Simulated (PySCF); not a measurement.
## Mass spectrum arithmetic for `[O]c1ccc2sncc2c1`

Species: `[O]c1ccc2sncc2c1` [radical].

Calculated from tabulated atomic weights, isotope masses and abundances; no fragmentation.

Molar mass and exact mass?

For C7H4NOS, with standard atomic weights, 1 × 15.999 + 7 × 12.011 + 1 × 32.060 + 1 × 14.007 + 4 × 1.008 = 150.175 g/mol. From the most abundant isotopes (16O, 12C, 32S, 14N, 1H), 1 × 15.994915 + 7 × 12.000000 + 1 × 31.972071 + 1 × 14.003074 + 4 × 1.007825 = 150.0014 u.

What cluster does the singly charged cation M+ show when like nominal masses merge?

| nominal mass | m/z (centroid) | relative intensity |
| --- | --- | --- |
| 150 | 150.0008 | 100.0 |
| 151 | 151.0036 | 8.8 |
| 152 | 151.9976 | 5.1 |
| 153 | 153.0003 | 0.4 |

Lines under 0.1 % of the tallest are left out. One electron mass, 0.00055 u, is taken off.

What share of all molecules is the monoisotopic species?

0.99757 × 0.9893^7 × 0.9493 × 0.99632 × 0.999885^4 = 87.47 %.

Give the mass fraction of each element.

O 10.65 %, C 55.99 %, S 21.35 %, N 9.33 %, H 2.68 %.

Resolve the fine structure: one atom at a time replaced by a minor isotope.

Intensity in % of the monoisotopic species:

```
isotope  mass shift (u)       m/z  intensity (%)
    15N        +0.99703  150.9978           0.37
    33S        +0.99939  151.0002           0.80
    13C        +1.00335  151.0042           7.57
    17O        +1.00422  151.0050           0.04
     2H        +1.00628  151.0071           0.05
    34S        +1.99580  151.9966           4.52
    18O        +2.00425  152.0051           0.21
    36S        +3.99501  153.9958           0.02
```

Species under 0.02 % are left out.

What resolving power m/Δm just matches the spacing of the species with one 33S and with one 13C?

They lie 0.00397 u apart at mass 151.00, so m/Δm is about 38000.
